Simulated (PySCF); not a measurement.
C2H8SiTe, SMILES [Te]([SiH3])CC.

Coordinates come from a B3LYP-D3(BJ)/def2-SVP optimisation. The structure was generated by enumeration, and PubChem lists no compound with its InChIKey, so it may never have been made. The def2 effective core potentials stand for the cores of Te; spin–orbit coupling is left out. The values are those of a single conformer.

Computed with TDA-PBE0/def2-SVPD (PySCF).

Vertical excitations. Isolated molecule, no solvent.

| state | energy (eV) | λ (nm) | f | main pairs |
|---|---|---|---|---|
| S1 | 3.84 | 323 | 0.003 | HOMO→LUMO 99 % |
| S2 | 4.70 | 264 | 0.013 | HOMO→LUMO+1 97 % |
| S3 | 5.49 | 226 | 0.038 | HOMO→LUMO+2 97 % |
| S4 | 5.79 | 214 | 0.006 | HOMO→LUMO+3 81 % |
| S5 | 5.85 | 212 | 0.004 | HOMO→LUMO+4 34 %, HOMO→LUMO+5 30 %, HOMO−1→LUMO 26 % |
| S6 | 6.04 | 205 | 0.016 | HOMO→LUMO+5 50 %, HOMO→LUMO+4 44 % |
| S7 | 6.21 | 200 | 0.079 | HOMO→LUMO+7 39 %, HOMO→LUMO+6 19 %, HOMO→LUMO+4 13 %, HOMO−1→LUMO 10 % |
| S8 | 6.26 | 198 | 0.029 | HOMO→LUMO+6 59 %, HOMO→LUMO+7 37 % |
| S9 | 6.37 | 195 | 0.075 | HOMO−1→LUMO 34 %, HOMO→LUMO+7 18 %, HOMO−1→LUMO+1 17 %, HOMO→LUMO+6 9 % |
| S10 | 6.64 | 187 | 0.085 | HOMO−2→LUMO 44 %, HOMO−1→LUMO+1 39 % |
| T1 | 3.39 | 366 | 0 | HOMO→LUMO 96 % |
| T2 | 4.16 | 298 | 0 | HOMO→LUMO+1 95 % |
| T3 | 5.03 | 246 | 0 | HOMO−1→LUMO 86 % |
| T4 | 5.26 | 236 | 0 | HOMO→LUMO+2 85 % |
Triplets are in the Tamm–Dancoff approximation.
